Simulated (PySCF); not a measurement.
Nuclear repulsion and electron count by hand

System: AsF₃, triplet, at a GFN2-xTB geometry (a higher spin typed on purpose: for a closed-shell molecule this is an excited state). Level: WB97X-V/STO-3G run with PySCF. Sums are taken with unrounded values, so a last digit can differ.

Coordinates (Å):

```
atom         x         y         z
----  --------  --------  --------
F1    -1.75855  -0.86921   0.20926
As2    0.07555  -0.21535   0.07876
F3     1.94210   0.34602  -0.01790
F4    -0.46057   1.31280  -0.48015
```

**Question.** Work out the nuclear repulsion energy and the numbers of alpha and beta electrons.

**Answer.** In atomic units each pair adds Z_i Z_j / r_ij, with r in bohr (1 bohr = 0.529177 Å).
| pair | r (Å) | r (bohr) | Z_i Z_j | term (Eh) |
|---|---|---|---|---|
| F1-As2 | 1.9515 | 3.6879 | 297 | 80.5345 |
| F1-F3 | 3.9017 | 7.3731 | 81 | 10.9859 |
| F1-F4 | 2.6308 | 4.9715 | 81 | 16.2928 |
| As2-F3 | 1.9515 | 3.6879 | 297 | 80.5345 |
| As2-F4 | 1.7132 | 3.2375 | 297 | 91.7383 |
| F3-F4 | 2.6308 | 4.9715 | 81 | 16.2928 |
The sum is 296.3788 Eh; PySCF gives 296.3788 Eh. The atomic numbers add up to 60, so at charge +0 there are 60 electrons; multiplicity 3 means 2 unpaired, so 31 alpha and 29 beta.
